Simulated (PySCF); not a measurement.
The numbers are results of PBE-D3(BJ)/def2-TZVP // CAM-B3LYP-D3(BJ)/def2-TZVP in PySCF, not measurements. Isolated molecules, 0 K electronic values unless said otherwise. One relaxed conformer stands for a flexible species; it need not be the lowest. Excitations are Tamm–Dancoff values on a coarser integration grid. The basis has no diffuse functions, so Rydberg states are missing or too high.

Reference species (SMILES): `[SH][Ga]([SH])[SH]` (neutral, multiplicity 1).

* **HOMO**: -6.45 eV
* **S1 oscillator strength**: 0.000
* **S1 excitation (TDA)**: 4.69 eV
* **T1 excitation (TDA)**: 4.46 eV

Changed species: `[F][Ga]([SH])[F]` (F–Ga–S–H torsion 0°) (1 of 3 F replaced by SH; the reference has 3 of 3 F replaced by SH).

Task: Predict the effect on the HOMO, S1 oscillator strength, S1 excitation (TDA) and T1 excitation (TDA).

Result: the HOMO falls by 0.89 eV, to -7.34 eV; the S1 oscillator strength goes up by 0.018, to 0.018; the S1 excitation (TDA) rises by 0.22 eV, to 4.91 eV; the T1 excitation (TDA) goes up by 0.05 eV, to 4.51 eV.
